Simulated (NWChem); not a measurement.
System: CCl₂FNOSi; SMILES O=C=N[Si](F)(Cl)Cl

Output (shortened):

```
             Northwest Computational Chemistry Package (NWChem) 7.3.0
             --------------------------------------------------------

 CS  symmetry detected

                             Geometry "geometry" -> ""
                             -------------------------

 Output coordinates in angstroms (scale by  1.889725989 to convert to a.u.)

  No.       Tag          Charge          X              Y              Z
 ---- ---------------- ---------- -------------- -------------- --------------
    1 O                    8.0000     0.27627053     3.61209671     0.00000000
    2 C                    6.0000     0.08360427     2.46670184     0.00000000
    3 N                    7.0000    -0.12355019     1.28396254     0.00000000
    4 Si                  14.0000    -0.28530407    -0.39201585     0.00000000
    5 F                    9.0000    -1.84569621    -0.75605559     0.00000000
    6 Cl                  17.0000     0.55172307    -1.18800001    -1.66780217
    7 Cl                  17.0000     0.55172307    -1.18800001     1.66780217

 Effective nuclear repulsion energy (a.u.)     504.3819283976

      Symmetry information
      --------------------

 Group name             Cs
 Group number              2
 Group order               2
 No. of unique centers     6

  pbe96 is a nonlocal functional; adding pw91lda local functional.

                                 NWChem DFT Module
                                 -----------------

 Summary of "ao basis" -> "ao basis" (spherical)
 ------------------------------------------------------------------------------
       Tag                 Description            Shells   Functions and Types
 ---------------- ------------------------------  ------  ---------------------
 O                           6-31g*                  6       14   3s2p1d
 C                           6-31g*                  6       14   3s2p1d
 N                           6-31g*                  6       14   3s2p1d
 Si                          6-31g*                  8       18   4s3p1d
 F                           6-31g*                  6       14   3s2p1d
 Cl                          6-31g*                  8       18   4s3p1d

      Symmetry analysis of basis
      --------------------------

        a'         71
        a"         39

            General Information
            -------------------
          SCF calculation type: DFT
          Wavefunction type:  closed shell.
          No. of atoms     :     7
          No. of electrons :    78
           Alpha electrons :    39
            Beta electrons :    39
          Charge           :     0
          Spin multiplicity:     1
          Use of symmetry is: on ; symmetry adaption is: on
          Maximum number of iterations: 150
          AO basis - number of functions:   110
                     number of shells:    48
          Convergence on energy requested:  1.00D-06
          Convergence on density requested:  1.00D-05
          Convergence on gradient requested:  5.00D-04

              XC Information
              --------------
                        RevPBE Exchange Functional  1.000
            Perdew 1991 LDA Correlation Functional  1.000 local
           PerdewBurkeErnz. Correlation Functional  1.000 non-local

             Grid Information
             ----------------
          Grid used for XC integration:  medium
          Radial quadrature: Mura-Knowles
          Angular quadrature: Lebedev.
          Tag              B.-S. Rad. Rad. Pts. Rad. Cut. Ang. Pts.
          ---              ---------- --------- --------- ---------
          O                   0.60       49          12.0       434
          C                   0.70       49          11.0       434
          N                   0.65       49           9.0       434
          Si                  1.10       88           9.0       590
          F                   0.50       49          11.0       434
          Cl                  1.00       88          11.0       590
          Grid pruning is: on
          Number of quadrature shells:   372
          Spatial weights used:  Erf1

      Superposition of Atomic Density Guess
      -------------------------------------

 Sum of atomic energies:       -1473.79914960

      Non-variational initial energy
      ------------------------------

 Total energy =   -1476.196599
 1-e energy   =   -3042.618921
 2-e energy   =    1062.040393
 HOMO         =      -0.387221
 LUMO         =       0.055004

      Symmetry analysis of molecular orbitals - initial
      -------------------------------------------------

  Numbering of irreducible representations:

     1 a'          2 a"

  Orbital symmetries:

     1 a'          2 a"          3 a'          4 a'          5 a'
     6 a'          7 a'          8 a'          9 a"         10 a'
    11 a"         12 a'         13 a'         14 a"         15 a"
    16 a'         17 a'         18 a'         19 a"         20 a'
    21 a'         22 a'         23 a'         24 a"         25 a'
    26 a'         27 a"         28 a'         29 a'         30 a"
    31 a'         32 a'         33 a"         34 a'         35 a'
    36 a"         37 a"         38 a'         39 a"         40 a'
    41 a'         42 a"         43 a'         44 a'         45 a"
    46 a'         47 a'         48 a"         49 a'

     ---------------------------------------------
      Total Density - Mulliken Population Analysis
     ---------------------------------------------

    Atom       Charge   Shell Charges
 -----------   ------   -------------------------------------------------------
    1 O    8     8.69   2.00  0.95  3.01  0.93  1.78  0.02
    2 C    6     4.87   2.00  0.68  1.45  0.28  0.36  0.11
    3 N    7     7.73   2.00  0.81  2.62  0.79  1.50  0.01
    4 Si  14    12.39   2.00  2.00  5.97  0.73  1.12  0.07  0.22  0.28
    5 F    9     9.59   2.00  0.95  3.46  1.00  2.17  0.01
    6 Cl  17    17.37   2.00  2.00  5.98  1.37  3.69  0.56  1.75  0.01
    7 Cl  17    17.37   2.00  2.00  5.98  1.37  3.69  0.56  1.75  0.01

   convergence    iter        energy       DeltaE   RMS-Dens  Diis-err
 ---------------- ----- ----------------- --------- --------- ---------
 d= 0,ls=0.0,diis     1  -1477.4601783994 -1.98D+03  2.10D-02  1.61D+00
 d= 0,ls=0.0,diis     2  -1476.8578583226  6.02D-01  1.46D-02  8.05D+00
 d= 0,ls=0.0,diis     3  -1477.5629400257 -7.05D-01  6.06D-03  8.01D-01
 d= 0,ls=0.0,diis     4  -1477.6278688983 -6.49D-02  2.44D-03  1.92D-01
 d= 0,ls=0.0,diis     5  -1477.6476749894 -1.98D-02  9.54D-04  1.32D-02
  Resetting Diis
 d= 0,ls=0.0,diis     6  -1477.6492046214 -1.53D-03  2.44D-04  6.88D-04
 d= 0,ls=0.0,diis     7  -1477.6493049033 -1.00D-04  8.80D-05  2.99D-05
 d= 0,ls=0.0,diis     8  -1477.6492976594  7.24D-06  5.67D-05  1.00D-04
 d= 0,ls=0.0,diis     9  -1477.6493074087 -9.75D-06  2.16D-05  1.35D-05
 d= 0,ls=0.0,diis    10  -1477.6493086858 -1.28D-06  5.42D-06  9.68D-07
 d= 0,ls=0.0,diis    11  -1477.6493088068 -1.21D-07  8.95D-07  2.35D-08

         Total DFT energy =    -1477.649308806763
      One electron energy =    -3044.027322724547
           Coulomb energy =     1170.644892910378
    Exchange-Corr. energy =     -108.648807390203
 Nuclear repulsion energy =      504.381928397609

 Numeric. integr. density =       78.000000996122

                  Occupations of the irreducible representations
                  ----------------------------------------------

                     irrep           alpha         beta
                     --------     --------     --------
                     a'               26.0         26.0
                     a"               13.0         13.0

                       DFT Final Molecular Orbital Analysis
                       ------------------------------------

 Vector   37  Occ=2.000000D+00  E=-3.047924D-01  Symmetry=a"
              MO Center=  4.1D-01, -1.0D+00, -5.0D-14, r^2= 4.4D+00
   Bfn.  Coefficient  Atom+Function         Bfn.  Coefficient  Atom+Function
  ----- ------------  ---------------      ----- ------------  ---------------
    81      0.410598  6 Cl px                99     -0.410598  7 Cl px
    83      0.308329  6 Cl pz               101      0.308329  7 Cl pz
    85      0.212420  6 Cl px               103     -0.212420  7 Cl px
    87      0.162411  6 Cl pz               105      0.162411  7 Cl pz
    77     -0.160081  6 Cl px                95      0.160081  7 Cl px

 Vector   38  Occ=2.000000D+00  E=-2.921222D-01  Symmetry=a'
              MO Center=  4.5D-02,  1.6D+00, -1.8D-14, r^2= 4.2D+00
   Bfn.  Coefficient  Atom+Function         Bfn.  Coefficient  Atom+Function
  ----- ------------  ---------------      ----- ------------  ---------------
    31      0.429116  3 N  px                 3     -0.382749  1 O  px
    35      0.325246  3 N  px                 7     -0.261850  1 O  px
    82     -0.169270  6 Cl py               100     -0.169270  7 Cl py
    64      0.135060  5 F  py                81     -0.130903  6 Cl px
    99     -0.130903  7 Cl px                68      0.097689  5 F  py

 Vector   39  Occ=2.000000D+00  E=-2.874927D-01  Symmetry=a"
              MO Center=  2.1D-01,  1.0D+00, -7.7D-15, r^2= 5.3D+00
   Bfn.  Coefficient  Atom+Function         Bfn.  Coefficient  Atom+Function
  ----- ------------  ---------------      ----- ------------  ---------------
    33      0.399707  3 N  pz                 5     -0.350628  1 O  pz
    37      0.304854  3 N  pz                82      0.304336  6 Cl py
   100     -0.304336  7 Cl py                 9     -0.240442  1 O  pz
    86      0.159105  6 Cl py               104     -0.159105  7 Cl py
    78     -0.117951  6 Cl py                96      0.117951  7 Cl py

 Vector   40  Occ=0.000000D+00  E=-4.147424D-02  Symmetry=a'
              MO Center=  2.6D-01,  6.9D-01,  2.6D-14, r^2= 5.1D+00
   Bfn.  Coefficient  Atom+Function         Bfn.  Coefficient  Atom+Function
  ----- ------------  ---------------      ----- ------------  ---------------
    52      0.736522  4 Si s                 49      0.440181  4 Si px
    48      0.430152  4 Si s                 53      0.430150  4 Si px
    17     -0.395511  2 C  px                84     -0.358249  6 Cl s
   102     -0.358249  7 Cl s                 87     -0.337455  6 Cl pz
   105      0.337455  7 Cl pz                21     -0.332701  2 C  px

 Vector   41  Occ=0.000000D+00  E=-3.084728D-02  Symmetry=a"
              MO Center= -1.4D-02,  1.6D+00, -2.0D-14, r^2= 4.0D+00
   Bfn.  Coefficient  Atom+Function         Bfn.  Coefficient  Atom+Function
  ----- ------------  ---------------      ----- ------------  ---------------
    19      0.510548  2 C  pz                23      0.481452  2 C  pz
    51     -0.424271  4 Si pz                55     -0.426070  4 Si pz
     9     -0.343508  1 O  pz                 5     -0.339098  1 O  pz
    37     -0.234828  3 N  pz                84     -0.235710  6 Cl s
   102      0.235710  7 Cl s                 33     -0.179522  3 N  pz

 Vector   42  Occ=0.000000D+00  E=-2.395262D-02  Symmetry=a'
              MO Center= -2.2D-01, -5.2D-02,  1.7D-14, r^2= 5.1D+00
   Bfn.  Coefficient  Atom+Function         Bfn.  Coefficient  Atom+Function
  ----- ------------  ---------------      ----- ------------  ---------------
    52      0.879638  4 Si s                 48      0.570514  4 Si s
    66     -0.381111  5 F  s                 34     -0.359694  3 N  s
    20      0.320498  2 C  s                 17      0.272484  2 C  px
    87     -0.265599  6 Cl pz               105      0.265599  7 Cl pz
    21      0.258605  2 C  px                84     -0.239684  6 Cl s

     ---------------------------------------------
      Total Density - Mulliken Population Analysis
     ---------------------------------------------

    Atom       Charge   Shell Charges
 -----------   ------   -------------------------------------------------------
    1 O    8     8.29   2.00  0.94  2.85  0.91  1.55  0.03
    2 C    6     5.49   2.00  0.71  2.00  0.20  0.48  0.11
    3 N    7     7.36   2.00  0.76  2.55  0.79  1.25  0.02
    4 Si  14    13.21   2.00  1.99  5.96  0.91  1.67 -0.03  0.27  0.45
    5 F    9     9.30   2.00  0.94  3.30  1.02  2.04  0.01
    6 Cl  17    17.17   2.00  2.00  5.97  1.41  3.65  0.54  1.59  0.02
    7 Cl  17    17.17   2.00  2.00  5.97  1.41  3.65  0.54  1.59  0.02

     -------------------------------------------
      Total Density - Lowdin Population Analysis
     -------------------------------------------

    Atom       Charge   Shell Charges
 -----------   ------   -------------------------------------------------------
    1 O    8     8.06   1.99  0.85  2.69  0.69  1.77  0.07
    2 C    6     5.84   1.98  0.52  1.74  0.33  1.00  0.27
    3 N    7     7.26   1.99  0.66  2.36  0.51  1.69  0.05
    4 Si  14    13.48   2.00  1.97  5.87  0.57  1.45  0.26  0.72  0.64
    5 F    9     9.21   1.99  0.93  3.16  0.85  2.25  0.02
    6 Cl  17    17.08   2.00  1.99  5.91  1.17  3.37  0.64  1.98  0.02
    7 Cl  17    17.08   2.00  1.99  5.91  1.17  3.37  0.64  1.98  0.02

     Multipole analysis of the density
     ---------------------------------

     L   x y z        total         alpha         beta         nuclear
     -   - - -        -----         -----         ----         -------
     0   0 0 0     -0.000000    -39.000000    -39.000000     78.000000

     1   1 0 0      0.078615      0.039308      0.039308      0.000000
     1   0 1 0      0.070639      0.035319      0.035319      0.000000
     1   0 0 1      0.000000      0.000000      0.000000      0.000000

     2   2 0 0    -43.661575    -98.444161    -98.444161    153.226748
     2   1 1 0     -0.695598     -0.258353     -0.258353     -0.178891
     2   1 0 1     -0.000000     -0.000000     -0.000000      0.000000
     2   0 2 0    -46.309142   -394.022660   -394.022660    741.736178
     2   0 1 1     -0.000000     -0.000000     -0.000000      0.000000
     2   0 0 2    -43.067537   -190.397219   -190.397219    337.726901
```

Level: revPBE/6-31G* (spherical d). Coordinates come from a PBE0/def2-SVP optimisation.

### Question
Which NWChem input produces such a log?

### Answer
Several could match; the one computed here: the input that was run:
```
start job
memory heap 200 mb stack 900 mb global 1100 mb
geometry units angstroms noautoz
  O     -0.001889     3.598465     0.195099
  C     -0.001623     2.449233     0.026827
  N     -0.001359     1.262357    -0.155136
  Si    -0.000021    -0.416681    -0.281223
  F     -0.000505    -0.813812    -1.833523
  Cl    -1.666734    -1.196063     0.573406
  Cl     1.668869    -1.193317     0.571668
end
basis spherical
  O library 6-31g*
  C library 6-31g*
  N library 6-31g*
  Si library 6-31g*
  F library 6-31g*
  Cl library 6-31g*
end
dft
  xc revpbe cpbe96
  iterations 150
  mulliken
end
task dft energy
```
